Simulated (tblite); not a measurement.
Record of a relaxation.

C6H10BNO2.
Numbering: `[CH2:1]=[N:2][C@:3]12[CH2:4][C@:5]([B:6]([OH:7])[OH:8])([CH2:9]1)[CH2:10]2` (hydrogens: H11, H12 on C1; H13, H14 on C4; H15 on O7; H16 on O8; H17, H18 on C9; H19, H20 on C10)

Computed with GFN2-xTB (tblite), gas phase: L-BFGS steps from a force-field or distance-geometry start until the largest atomic force falls under 0.01 eV/Å. 7 of its 124 geometries are shown.

Step 0: E = -820.6479 eV, largest atomic force 3.741 eV/Å
```
atom  x, y, z in Å  |  force x, y, z in eV/Å
C1      3.204    0.656    0.075   -2.303  -1.511  -0.872
N2      2.434   -0.220   -0.478    1.695   1.166   0.795
C3      1.018   -0.240   -0.260    3.588   0.253  -0.546
C4      0.091   -1.269   -0.908    0.415  -0.166   0.775
C5     -0.700   -0.275   -0.030   -3.702  -0.233   0.485
B6     -2.284   -0.305    0.161   -1.502  -0.255   0.230
O7     -3.162   -0.183   -0.996    1.110   1.715   1.813
O8     -2.837   -0.458    1.506    0.627   1.905  -1.688
C9      0.083    0.904   -0.656   -0.153  -0.045   0.180
C10     0.335   -0.397    1.103    0.090   0.139  -0.278
H11     2.781    1.435    0.712    0.287   0.115   0.096
H12     4.261    0.630   -0.101    0.079  -0.074  -0.087
H13    -0.057   -1.195   -1.993    0.073  -0.227   0.553
H14     0.176   -2.315   -0.500   -0.169   1.086  -0.673
H15    -3.325    0.795   -1.085   -0.021  -1.676  -0.136
H16    -2.949    0.464    1.853   -0.022  -1.507  -0.222
H17     0.144    1.834   -0.031   -0.106  -0.758  -0.814
H18    -0.068    1.065   -1.752    0.177   0.078   1.073
H19     0.428   -1.397    1.583   -0.067   0.974  -0.222
H20     0.419    0.479    1.795   -0.096  -0.980  -0.461
```

Step 20: E = -822.3267 eV, largest atomic force 0.594 eV/Å
```
atom  x, y, z in Å  |  force x, y, z in eV/Å
C1      3.204    0.654    0.067    0.146   0.049   0.025
N2      2.495   -0.223   -0.475    0.383  -0.067  -0.113
C3      1.113   -0.259   -0.276    0.181  -0.074  -0.038
C4      0.158   -1.287   -0.891   -0.058   0.012   0.015
C5     -0.725   -0.352   -0.033    0.113   0.136  -0.033
B6     -2.256   -0.127    0.167    0.030   0.218   0.136
O7     -2.912    0.232   -0.958   -0.391  -0.098   0.195
O8     -2.612   -0.086    1.471   -0.574   0.152   0.017
C9      0.090    0.826   -0.633    0.108   0.061  -0.076
C10     0.365   -0.428    1.058   -0.012  -0.072   0.024
H11     2.857    1.454    0.725   -0.121   0.012   0.026
H12     4.263    0.626   -0.122    0.199   0.010  -0.033
H13     0.011   -1.249   -1.968    0.004   0.043   0.038
H14     0.253   -2.312   -0.548   -0.005  -0.048   0.045
H15    -3.831    0.507   -0.952    0.008  -0.041   0.182
H16    -3.455    0.255    1.792    0.090  -0.162  -0.329
H17     0.124    1.754   -0.068   -0.037  -0.015   0.077
H18    -0.056    1.022   -1.688   -0.019   0.024  -0.148
H19     0.485   -1.382    1.555    0.020  -0.157   0.071
H20     0.423    0.388    1.775   -0.065   0.017  -0.080
```

Step 41: E = -822.5012 eV, largest atomic force 0.172 eV/Å
```
atom  x, y, z in Å  |  force x, y, z in eV/Å
C1      3.266    0.612    0.049    0.018  -0.036  -0.005
N2      2.556   -0.284   -0.469   -0.033   0.042   0.034
C3      1.156   -0.271   -0.274    0.006   0.058   0.018
C4      0.126   -1.236   -0.879    0.025   0.039   0.020
C5     -0.705   -0.237   -0.027    0.086   0.130   0.051
B6     -2.261   -0.056    0.183   -0.097  -0.067   0.001
O7     -3.049    0.157   -0.899    0.078  -0.042  -0.060
O8     -2.735   -0.050    1.452    0.048  -0.041   0.007
C9      0.191    0.875   -0.637    0.151   0.021  -0.014
C10     0.386   -0.393    1.061    0.166   0.012  -0.042
H11     2.896    1.432    0.680    0.044  -0.112  -0.107
H12     4.332    0.581   -0.135   -0.048   0.005   0.037
H13    -0.012   -1.193   -1.956   -0.023   0.011  -0.002
H14     0.161   -2.264   -0.528   -0.045  -0.034   0.018
H15    -3.984    0.308   -0.752    0.023  -0.011   0.022
H16    -3.675    0.095    1.565   -0.043   0.010   0.034
H17     0.295    1.798   -0.069   -0.092  -0.004   0.000
H18     0.074    1.074   -1.699   -0.056   0.021   0.021
H19     0.463   -1.357    1.559   -0.090   0.027  -0.001
H20     0.515    0.423    1.771   -0.119  -0.029  -0.033
```

Step 62: E = -822.5298 eV, largest atomic force 0.034 eV/Å
```
atom  x, y, z in Å  |  force x, y, z in eV/Å
C1      3.328    0.521    0.014    0.001   0.012  -0.017
N2      2.544   -0.345   -0.440    0.011   0.003   0.018
C3      1.152   -0.222   -0.254   -0.002   0.002  -0.011
C4      0.095   -1.154   -0.861   -0.013   0.000  -0.006
C5     -0.706   -0.131   -0.010   -0.002  -0.004   0.010
B6     -2.274   -0.055    0.183   -0.001  -0.001  -0.001
O7     -3.049    0.059   -0.922    0.005   0.004  -0.005
O8     -2.764   -0.107    1.445   -0.010  -0.004  -0.003
C9      0.220    0.957   -0.614   -0.019  -0.007  -0.009
C10     0.376   -0.317    1.078    0.006  -0.015  -0.003
H11     3.021    1.419    0.558    0.028   0.011  -0.003
H12     4.389    0.379   -0.140   -0.007   0.005   0.002
H13    -0.044   -1.108   -1.937   -0.005   0.028  -0.014
H14     0.091   -2.185   -0.514   -0.007   0.009   0.032
H15    -3.998    0.104   -0.798    0.002  -0.002   0.006
H16    -3.715   -0.069    1.558    0.016   0.004  -0.012
H17     0.324    1.876   -0.039    0.004  -0.022  -0.002
H18     0.096    1.168   -1.673    0.004   0.005  -0.013
H19     0.405   -1.280    1.579   -0.010  -0.001   0.027
H20     0.503    0.501    1.784   -0.002  -0.026   0.004
```

Step 82: E = -822.5346 eV, largest atomic force 0.110 eV/Å
```
atom  x, y, z in Å  |  force x, y, z in eV/Å
C1      3.344    0.541   -0.056   -0.034   0.008  -0.015
N2      2.544   -0.378   -0.350    0.039   0.103  -0.002
C3      1.153   -0.224   -0.198    0.002  -0.053  -0.043
C4      0.104   -1.144   -0.840   -0.034  -0.010  -0.006
C5     -0.710   -0.129    0.010   -0.005  -0.058   0.014
B6     -2.280   -0.057    0.180   -0.018   0.004  -0.033
O7     -3.029    0.070   -0.940   -0.074   0.014  -0.024
O8     -2.801   -0.127    1.429   -0.018   0.039  -0.013
C9      0.232    0.963   -0.565   -0.015  -0.021   0.041
C10     0.349   -0.350    1.114    0.044   0.005  -0.003
H11     3.070    1.525    0.343   -0.038  -0.040  -0.064
H12     4.399    0.362   -0.208    0.026  -0.024   0.043
H13    -0.013   -1.080   -1.919    0.002   0.007   0.016
H14     0.086   -2.179   -0.504   -0.004   0.022  -0.009
H15    -3.983    0.106   -0.840    0.053   0.001   0.006
H16    -3.754   -0.060    1.517    0.059  -0.031  -0.011
H17     0.322    1.879    0.013    0.016  -0.001   0.070
H18     0.129    1.184   -1.626    0.008  -0.031   0.036
H19     0.364   -1.329    1.587   -0.025   0.018   0.008
H20     0.467    0.439    1.851    0.016   0.048  -0.011
```

Step 102: E = -822.5849 eV, largest atomic force 0.069 eV/Å
```
atom  x, y, z in Å  |  force x, y, z in eV/Å
C1      3.310    0.578   -0.302   -0.013  -0.052  -0.044
N2      2.565   -0.402   -0.060    0.006   0.035   0.024
C3      1.170   -0.252   -0.026   -0.007  -0.001  -0.010
C4      0.154   -1.125   -0.783   -0.016   0.009   0.004
C5     -0.700   -0.153    0.073   -0.001  -0.006   0.015
B6     -2.276   -0.054    0.144   -0.007   0.023  -0.008
O7     -2.957    0.102   -1.017    0.001  -0.001   0.001
O8     -2.868   -0.114    1.360    0.022  -0.026  -0.018
C9      0.281    0.966   -0.371   -0.005   0.001   0.004
C10     0.290   -0.447    1.224    0.025  -0.002   0.001
H11     2.955    1.589   -0.522    0.002  -0.008   0.015
H12     4.379    0.417   -0.306   -0.002   0.012   0.004
H13     0.107   -0.998   -1.861    0.014   0.017   0.012
H14     0.108   -2.176   -0.508    0.017   0.013  -0.003
H15    -3.910    0.177   -0.964   -0.008  -0.009  -0.004
H16    -3.824   -0.064    1.390   -0.022   0.017   0.009
H17     0.342    1.828    0.290    0.003   0.022  -0.002
H18     0.231    1.271   -1.414   -0.003  -0.028  -0.008
H19     0.261   -1.444    1.654    0.000  -0.005  -0.008
H20     0.379    0.312    1.996   -0.005  -0.009   0.016
```

Step 123: E = -822.5875 eV, largest atomic force 0.008 eV/Å
```
atom  x, y, z in Å  |  force x, y, z in eV/Å
C1      3.311    0.559   -0.352    0.001   0.001  -0.002
N2      2.566   -0.389   -0.011    0.002   0.001  -0.004
C3      1.171   -0.236    0.013    0.000  -0.003   0.004
C4      0.167   -1.103   -0.767   -0.005  -0.001   0.001
C5     -0.701   -0.145    0.090    0.000   0.004  -0.001
B6     -2.279   -0.054    0.138    0.002  -0.007  -0.003
O7     -2.944    0.098   -1.032    0.002   0.005   0.000
O8     -2.886   -0.128    1.345   -0.005   0.000  -0.004
C9      0.282    0.981   -0.335    0.001   0.002   0.000
C10     0.277   -0.451    1.248   -0.001   0.000   0.001
H11     2.958    1.550   -0.652   -0.002  -0.001   0.002
H12     4.380    0.396   -0.352    0.002  -0.001  -0.002
H13     0.137   -0.958   -1.844   -0.001  -0.002  -0.001
H14     0.126   -2.157   -0.508    0.001  -0.004  -0.001
H15    -3.900    0.157   -0.994    0.001  -0.004   0.001
H16    -3.843   -0.074    1.367    0.001   0.003   0.000
H17     0.335    1.843    0.326    0.004  -0.001   0.003
H18     0.240    1.284   -1.379   -0.004   0.004   0.000
H19     0.244   -1.455    1.661    0.006   0.000   0.004
H20     0.354    0.295    2.036   -0.004   0.000   0.001
```

Problem. Summarise the path.

Solution. The energy falls by 187.14 kJ/mol from step 0 to step 123; nine tenths of that is first reached at step 23. It rises by more than 0.2 meV at steps 15, 84 and 87. The largest force goes from 3.741 to 0.008 eV/Å. Among the bonds B6–O8 changes most, from 1.462 to 1.354 Å; the atoms move by 0.547 Å rms after alignment.

What follows is the cost of the whole relaxation. Time: 0.94 s wall. Hardware: Arm Neoverse V1, one thread, no GPU (shared host).
